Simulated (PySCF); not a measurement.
ReF5, SMILES [Re]([F])([F])([F])([F])[F] (connectivity only; charge and spin as stated), neutral, multiplicity 3.

Coordinates come from a PBE0-D3(BJ)/def2-SVP optimisation. The multiplicity is an assumed one; other spin states were not compared. The def2 effective core potentials stand for the cores of Re; spin–orbit coupling is left out.

Two levels are set side by side: PBE/def2-TZVP (PySCF) and PBE0/def2-TZVP (PySCF). Same geometry, gas phase. Differences are taken from unrounded values.

```
quantity                     PBE0
---------------------------  ----
α-spin orbital gap (eV)      4.15
β-spin orbital gap (eV)      7.89
mean polarisability (bohr³)  38.5
```

**Question.** What does PBE give, and how far is it from PBE0? (An estimate is asked for; the answer gives what the named calculation found.)

**Answer.** 
```json
[
 {"quantity": "α-spin orbital gap (eV)", "PBE": "1.31", "PBE minus PBE0": "-2.84"},
 {"quantity": "β-spin orbital gap (eV)", "PBE": "5.16", "PBE minus PBE0": "-2.74"},
 {"quantity": "mean polarisability (bohr³)", "PBE": "41.2", "PBE minus PBE0": "2.7"}
]
```

Loosely held outer electrons make PBE densities more polarisable. Differences between two approximate levels are no errors against the true value.

Rough cost on one machine, each run with all the roots and properties that it gave: PBE0 against PBE within a factor of 2.
